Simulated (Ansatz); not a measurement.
Reaction (substitution at a C–S bond): `C[S][SnH]([CH3])[F]` + `[SH][Au]` → `C[S][Au]` + `[CH3][SnH]([F])[SH]`

Program: Ansatz. Geometries: PBE0-D4/def2-TZVP. ΔE: electronic, gas phase. CCSD(T)/CBS adds triple-zeta CCSD(T) − MP2 to the extrapolated MP2 energy (def2 sets, frozen cores). DFT in def2-TZVPP. def2 core potentials past Kr. For Au, Sn outer-core shells are correlated without core-valence functions, which leaves a few kJ/mol of doubt a bond. Each species was taken in one conformer, which may not be the lowest.

```json
{"level": "CAM-B3LYP-D4", "ΔE (eV)": "0.01"}
{"level": "ωB97M-V", "ΔE (eV)": "0.03"}
{"level": "PBE-QIDH", "ΔE (eV)": "-0.01"}
{"level": "CAM-B3LYP", "ΔE (eV)": "-0.01"}
```

Problem. What does CCSD(T)/CBS give? (Best estimate.)

Solution. Computed: -0.01 eV. The listed levels differ from it by 0.02, 0.04, 0.00, 0.00 eV.

Largest T1 diagnostic among the species: 0.025, so the coupled-cluster value is less sure than usual.

From BLYP to BHLYP (50 % exact exchange), in def2-TZVPP and without D4, ΔE moves by +0.08 eV. Leaving LDA and LC-ωPBE aside and taking each functional with its dispersion term where it has one, the values, not all of them listed here, spread over 0.08 eV, from BLYP-D4 to ωB97X-V.
